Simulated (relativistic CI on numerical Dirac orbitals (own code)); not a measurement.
**Spin-allowed bands of a d7 ion in an octahedral site, by hand**

Problem. Take Δ = 7770 cm⁻¹ and B = 370 cm⁻¹ for a high-spin d7 ion in an octahedral site. Calculate the three spin-allowed bands.

Working.
1. The terms of highest spin are 4F (energy 0) and 4P (15B = 5550 cm⁻¹). Here the F term splits into A2 at +1.2Δ = 9324, T2 at +0.2Δ = 1554 and T1 at −0.6Δ = -4662 cm⁻¹.
2. The two T1 states mix through the element 0.4Δ: H = [[-4662, 3108], [3108, 5550]], with roots ½(H₁₁ + H₂₂) ∓ ½√[(H₂₂ − H₁₁)² + 4H₁₂²] = ½(888) ∓ ½(11955) = -5534 and 6422 cm⁻¹.
3. The ground term is 4T1 at -5534 cm⁻¹.
4. Bands: 4T2 7088 cm⁻¹ (1411 nm), 4T1(P) 11955 cm⁻¹ (836 nm), 4A2 14858 cm⁻¹ (673 nm).

Check. Exact diagonalisation of the whole d7 shell with these parameters gives 4T2 7088, 4T1 11955, 4A2 14858 cm⁻¹. The match is exact, since without spin-orbit coupling no other term has this spin. The ratio of the second band to the first, 1.687, depends on Δ/B = 21.0 alone, which is how a Tanabe-Sugano diagram is read.
